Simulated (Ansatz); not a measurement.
Ge(vinyl)2(NMe2)2 (C8H18GeN2). The state is a singlet with charge 0. Geometry PBE-D4/def2-SVP; atoms count from 1.

```
atom   x (Å)   y (Å)   z (Å)
 Ge1  -0.453  -0.002   0.220
  C2  -1.856  -1.342  -0.077
  C3  -3.129  -1.030  -0.387
  H4  -1.586  -2.407   0.052
  H5  -3.461   0.014  -0.532
  H6  -3.907  -1.803  -0.521
  C7  -0.980   1.319   1.557
  C8  -0.092   1.883   2.397
  H9  -2.043   1.620   1.603
 H10   0.973   1.592   2.373
 H11  -0.383   2.645   3.142
 N12  -0.134   0.865  -1.383
 C13  -0.295   0.207  -2.660
 C14   0.715   2.035  -1.407
 H15  -0.714   0.910  -3.420
 H16  -0.998  -0.646  -2.575
 H17   0.666  -0.187  -3.085
 H18   0.731   2.527  -0.413
 H19   1.776   1.811  -1.689
 H20   0.338   2.785  -2.144
 N21   1.141  -0.754   0.843
 C22   1.118  -1.499   2.084
 C23   2.094  -1.256  -0.124
 H24   0.851  -2.582   1.958
 H25   0.389  -1.055   2.794
 H26   2.117  -1.476   2.582
 H27   2.058  -0.651  -1.052
 H28   3.135  -1.194   0.275
 H29   1.927  -2.328  -0.413
```

Single mean-field runs in def2-TZVP are fitted with def2-universal-jkfit.

Question: Estimate the Mulliken populations from the PBE0/def2-TZVP orbitals of Ansatz.

Answer: 
| atom | charge (e) |
| --- | --- |
| Ge1 | 0.50 |
| C2 | -0.31 |
| C3 | -0.22 |
| H4 | 0.13 |
| H5 | 0.13 |
| H6 | 0.13 |
| C7 | -0.29 |
| C8 | -0.23 |
| H9 | 0.12 |
| H10 | 0.15 |
| H11 | 0.13 |
| N12 | -0.23 |
| C13 | -0.30 |
| C14 | -0.29 |
| H15 | 0.11 |
| H16 | 0.14 |
| H17 | 0.10 |
| H18 | 0.14 |
| H19 | 0.10 |
| H20 | 0.11 |
| N21 | -0.23 |
| C22 | -0.32 |
| C23 | -0.30 |
| H24 | 0.10 |
| H25 | 0.14 |
| H26 | 0.12 |
| H27 | 0.13 |
| H28 | 0.12 |
| H29 | 0.10 |
Mulliken values depend strongly on the basis.

Question: And the Mayer bond orders between heavy atoms (over 0.3)?

Answer: Ge1–C2 0.92 (1.96 Å); Ge1–C7 0.95 (1.95 Å); Ge1–N12 1.09 (1.85 Å); Ge1–N21 0.98 (1.87 Å); C2–C3 1.94 (1.35 Å); C7–C8 1.93 (1.35 Å); N12–C13 0.99 (1.45 Å); N12–C14 0.99 (1.45 Å); N21–C22 0.97 (1.45 Å); N21–C23 1.00 (1.45 Å).
